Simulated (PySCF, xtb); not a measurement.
C₂H₂F, SMILES C=[C]F, multiplicity 2.

Harmonic wavenumbers (cm⁻¹) from GFN2-xTB (xtb) at its own minimum, in rising order: 378, 547, 839, 922, 1120, 1338, 1777, 2906, 3132.

Q: What does B3LYP-D3(BJ)/def2-TZVP (PySCF 2.14.0) give at its own minimum? (Estimate from the structure and the level; the computed values follow.)

A: 454, 617, 832, 946, 1155, 1397, 1707, 3117, 3244. Paired by order, the mean absolute difference is 74 cm⁻¹ and the zero-point energies are 18.5 and 19.3 kcal/mol.
